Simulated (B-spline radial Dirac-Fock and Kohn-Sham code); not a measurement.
## Dipole and non-dipole photoemission parameters of Cl⁺ 3s

System: chlorine as Cl⁺ in the configuration [Ne] 3s2 3p4; threshold 36.33 eV (orbital energy of the model). Method: Dirac-Hartree-Slater photoionisation with a Latter tail; cross sections with all multipoles, angular parameters from the dipole term and its interference with E2. Computed with an atomic code on a B-spline grid.

Input file task.json (cfg lists n, l and occupation; rrms is the nuclear radius in fm):

```json
{"items": [{
  "Z": 17,
  "q": 1,
  "cfg": [[1, 0, 2], [2, 0, 2], [2, 1, 6], [3, 0, 2], [3, 1, 4]],
  "A": 35,
  "rrms": 3.3654,
  "do": "xps",
  "hv": [64.2, 101.0, 141.0, 245.0, 400, 458.0, 523.0, 831.0, 835.0, 1000, 1030.0, 1240.0, 1486.9, 1730.0, 1910.0, 2000, 2050.0, 2800.0, 3210.0, 3790.0, 4000, 4610.0, 5720.0, 6430.0, 6830.0, 6980.0, 8047.8, 9251.7, 9510.0, 15000]
}]}
```

Run with: `python xray2_run.py task.json out`

| hν (eV) | σ (kb) | β | γ |
| --- | --- | --- | --- |
| 64.2 | 427 | 2.000 | 0.148 |
| 101 | 290 | 2.000 | 0.151 |
| 141 | 187 | 2.000 | 0.099 |
| 245 | 79.4 | 2.000 | -0.002 |
| 400 | 34.3 | 2.000 | -0.038 |
| 458 | 26.9 | 2.000 | -0.035 |
| 523 | 21.1 | 2.000 | -0.025 |
| 831 | 8.79 | 2.000 | 0.061 |
| 835 | 8.71 | 2.000 | 0.062 |
| 1000 | 6.08 | 2.000 | 0.120 |
| 1030 | 5.73 | 2.000 | 0.131 |
| 1240 | 3.90 | 2.000 | 0.207 |
| 1486.9 | 2.65 | 2.000 | 0.293 |
| 1730 | ? | ? | ? |
| 1910 | 1.53 | 2.000 | 0.434 |
| 2000 | 1.38 | 2.000 | 0.463 |
| 2050 | 1.30 | 2.000 | 0.479 |
| 2800 | 0.631 | 2.000 | 0.695 |
| 3210 | 0.454 | 2.000 | 0.801 |
| 3790 | 0.302 | 2.000 | 0.940 |
| 4000 | 0.265 | 2.000 | 0.988 |
| 4610 | 0.185 | 2.000 | 1.117 |
| 5720 | 0.106 | 2.000 | 1.332 |
| 6430 | 0.0783 | 2.000 | 1.457 |
| 6830 | 0.0667 | 2.000 | 1.525 |
| 6980 | 0.0630 | 2.000 | 1.550 |
| 8047.8 | 0.0430 | 2.000 | 1.718 |
| 9251.7 | 0.0294 | 2.000 | 1.892 |
| 9510 | 0.0272 | 2.000 | 1.928 |
| 15000 | 0.00756 | 1.999 | 2.578 |

Problem. Give the values at 1730 eV.

Solution. σ = 1.91 kb, β = 2.000, γ = 0.376. For an s subshell δ is negligible.
